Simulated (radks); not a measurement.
The numbers below are computed, except where a source is named.
Task: The mean radii <r> (bohr) of the occupied orbitals of an atom or ion are listed with their occupations. Level of theory: scalar-relativistic Kohn-Sham, LDA (Slater exchange, Perdew-Wang correlation), spin-polarised, spherical densities, finite nucleus; Fermi nuclear charge, rms radius of each element as measured or else 0.836 A^(1/3) + 0.57 fm (a radial shooting solver on a logarithmic mesh with Libxc functionals).

| orbital | occ. | <r> |
|---|---|---|
| 1s up | 1 | 0.04867 |
| 1s down | 1 | 0.04867 |
| 2s up | 1 | 0.2182 |
| 2s down | 1 | 0.2182 |
| 2p up | 3 | 0.1909 |
| 2p down | 3 | 0.1909 |
| 3s up | 1 | 0.6534 |
| 3s down | 1 | 0.6530 |
| 3p up | 3 | 0.6803 |
| 3p down | 3 | 0.6794 |
| 3d up | 5 | 0.8022 |
| 3d down | 5 | 0.7945 |
| 4s up | 1 | 2.057 |

Name the element and its charge. Open shells, if any, are filled with parallel spins first.

Result: Z = 31, gallium, charge +2: Ga2+ in [Ar] 3d10 4s1. The 1s radius gives Z: for a bare nucleus <r> = (2 gamma + 1)/(2Z) with gamma = sqrt(1 - (Z/c)^2), 0.04755 bohr for Z = 31, and screening makes it slightly larger (0.04867 here). The occupations add up to 29, and the charge is Z minus that.
